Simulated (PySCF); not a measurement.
An element was calculated at PBE (PySCF 2.14, spin-free X2C, a triple-zeta basis, no spin-orbit coupling), in the ground configurations that NIST lists.

```
first ionisation energy  : 7.859 eV
second ionisation energy : 16.829 eV
third ionisation energy  : 31.451 eV
```

Problem. Which element is it?

Solution. Iron (Fe, Z = 26), in x2c-TZVPPall. NIST lists 7.902, 16.199, 30.651 ± 0.012 eV for these ionisation energies.
